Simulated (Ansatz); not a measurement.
C2H3NSe can be A, `C[Se]C#N`, or B, `C1=NC[Se]1`.

Calculated with Ansatz (gas phase, PBE0-D4/def2-TZVP geometries, no zero-point term in ΔE). CCSD(T)/CBS is the MP2 limit (def2-TZVPP, def2-QZVPP) plus CCSD(T) − MP2 in def2-TZVPP, frozen cores. Functionals use def2-TZVPP. B3LYP here is the variant with VWN-RPA as its local correlation; programs differ in this. For Se outer-core shells are correlated without core-valence functions, which leaves a few kJ/mol of doubt a bond. Scalar relativity is left out up to krypton.

(1) Which is lower in electronic energy at CCSD(T)/CBS, and by how much? (Best estimate.)

(2) Give E(B) − E(A) in kJ/mol with B3LYP, ωB97M-V, CCSD(T)/def2-SVP, CCSD/def2-TZVPP, HF/def2-TZVPP, B3LYP-D4, CCSD(T)/def2-TZVPP. (Estimate.)

(3) Does the order hold for the free energy at 298.15 K (harmonic terms from PBE0-D4)? (Estimate.)

Largest T1 diagnostic: 0.013.

## Answers

(1) Computed: A, by 72.7 kJ/mol.

(2) The calculation gave: B3LYP 79.2, ωB97M-V 73.4, CCSD(T)/def2-SVP 83.3, CCSD/def2-TZVPP 84.5, HF/def2-TZVPP 107.9, B3LYP-D4 76.4, CCSD(T)/def2-TZVPP 79.2. None reverses the order clearly.

(3) The calculation gave: Yes: G(B) − G(A) = +83.2 kJ/mol.

At CCSD(T), def2-SVP lies +10.6 kJ/mol from the extrapolated value and def2-TZVPP +6.5 kJ/mol. Leaving LDA and LC-ωPBE aside and taking each functional with its dispersion term where it has one, the values, not all of them listed here, spread over 30.5 kJ/mol, from PBE-D4 to B2PLYP. LDA lies −32.9 kJ/mol from PBE without D4.
